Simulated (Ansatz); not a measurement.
Cost against result

Saddle point of SiNH$_{4}$F$_{3}$, singlet (SiNH₂F₃ ([NH2][Si]([F])([F])[F]) + H₂ → SiHF₃ ([F][SiH]([F])[F]) + NH₃ (still joined by a long Si–N bond); bonds formed: Si1–H7, N2–H6; bonds broken: H6–H7; bonds weakened to dative contacts: Si1–N2), PBE0-D4/def2-TZVP structure:

Si1  (-0.570, -0.370, -0.321)
N2  (0.798, 0.725, 0.217)
F3  (-0.131, -1.747, -0.978)
F4  (-0.939, 0.408, -1.680)
F5  (-1.953, -0.157, 0.428)
H6  (0.636, -0.202, 1.059)
H7  (-0.011, -1.065, 1.189)
H8  (1.626, 0.730, -0.370)
H9  (0.543, 1.678, 0.457)
(Å)

Barriers are electronic and count from the start structure reached by relaxing down the imaginary mode.

Ansatz 0.2.0; basis: as named in each row; cores frozen in the correlated methods. B3LYP uses VWN-RPA correlation. Extrapolation: Hartree–Fock as exp(−7.88 √X), correlation as X^−2.97.

Times are rough, for one single point on 4 threads of a shared host (Intel Xeon Platinum 8259CL).

The estimate by CCSD(T) at an estimated basis limit (MP2 extrapolated from triple and quadruple zeta, plus CCSD(T) − MP2 in triple zeta) is 2.276 eV.

```
      method       basis  time (s)  barrier (eV)  method less estimate
          HF      STO-3G   under 1         3.540                 1.263
      PBE-D4      STO-3G   under 1         1.946                -0.331
       SPW92    def2-SVP   under 1         1.286                -0.991
      PBE-D4    def2-SVP         1         1.662                -0.614
    B3LYP-D4       6-31G         1         2.118                -0.158
     PBE0-D4    def2-SVP         1         1.828                -0.448
       SPW92  def2-TZVPP         1         1.457                -0.819
      PBE-D4  def2-TZVPP         2         1.852                -0.425
    BHLYP-D4  def2-TZVPP         2         2.389                 0.113
     BLYP-D4  def2-TZVPP         2         2.126                -0.150
    B3LYP-D4  def2-TZVPP         2         2.214                -0.062
CAM-B3LYP-D4  def2-TZVPP         3         2.210                -0.066
     PBE0-D4  def2-TZVPP         3         2.008                -0.268
  r2SCAN0-D4  def2-TZVPP         4         2.118                -0.159
   r2SCAN-D4  def2-TZVPP         4         2.014                -0.263
     CCSD(T)    def2-SVP         4         2.184                -0.093
     wB97M-V    def2-SVP         4         1.919                -0.358
  RPA on PBE  def2-TZVPP         4         2.264                -0.013
    PBE-QIDH  def2-TZVPP         5         2.166                -0.110
      B2PLYP  def2-TZVPP         5         2.268                -0.009
      B97M-V  def2-TZVPP         6         2.096                -0.180
     wB97X-V  def2-TZVPP         6         2.178                -0.099
     wB97M-V  def2-TZVPP         6         2.166                -0.111
         MP2  def2-QZVPP        20         2.285                 0.008
     CCSD(T)  def2-TZVPP        92         2.278                 0.001
```

All methods are single points on the PBE0-D4 structures.

No T1 diagnostic of these runs exceeds 0.012.

Labels in which every atom is bracketed show which atoms are joined, not bond orders.
